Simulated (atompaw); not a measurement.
## Cutoff test, beryllium, PAW (atompaw)

```json
{"Element": "beryllium", "Generator": "atompaw 4.2.0.5", "Type": "PAW", "Functional": "LDA (PW92)", "Relativity": "scalar-relativistic", "Frozen core": "none", "Valence charge": "4", "Reference configuration": "1s2 2s0.5 2p0 (charge +1.5)", "Partial waves": "1s (bound): rc 0.50 bohr; 2s (bound): rc 3.00 bohr; 2p (bound, empty): rc 3.00 bohr; 2p channel at 2.7 Ry: rc 3.00 bohr; 3d channel at 0.25 Ry: rc 3.00 bohr", "Local potential": "bessel scheme, radius 2.00 bohr", "Core correction": "none", "Augmentation charge": "sinc compensation charge, radius 2.90 bohr; PAW radius 3.00 bohr; waves and projectors: custom rrkj gramschmidtortho"}
```

The pseudo-atom Hamiltonian at the reference potential is diagonalised in spherical Bessel functions j_l(qr) that vanish at 20 bohr, with q² up to the cutoff. All-electron valence levels (Ry): 1s -9.0626, 2s -1.3174, 2p -1.0380.

Task: How do the lowest levels (Ry) of each channel move with the cutoff, and are there ghosts?

Result:

```
cutoff (Ry)     s #1     s #2     p #1     p #2     d #1     d #2     f #1  Σ f·Δε (mRy)
          8  -1.3174  -1.0111  -1.0376  -0.3642  -0.3427  -0.1616  -0.1475       15490.0
         18  -4.1495  -1.3174  -1.0380  -0.3659  -0.3429  -0.1617  -0.1475        9825.7
         35  -6.7320  -1.3174  -1.0380  -0.3659  -0.3429  -0.1617  -0.1475        4660.9
         55  -8.1003  -1.3174  -1.0380  -0.3659  -0.3429  -0.1617  -0.1475        1924.3
         80  -8.6776  -1.3174  -1.0380  -0.3659  -0.3429  -0.1617  -0.1475         769.5
        120  -8.9851  -1.3174  -1.0380  -0.3659  -0.3429  -0.1617  -0.1475         154.6
        200  -9.0608  -1.3174  -1.0380  -0.3659  -0.3429  -0.1617  -0.1475           3.3
        350  -9.0622  -1.3174  -1.0380  -0.3659  -0.3429  -0.1617  -0.1475           0.3
        400  -9.0624  -1.3174  -1.0380  -0.3659  -0.3429  -0.1617  -0.1475           0.0
```

Result: no extra level below or beside the all-electron valence levels (s, p, d, f tested); 10 mRy is reached at 180 Ry and 1 mRy at 260 Ry.
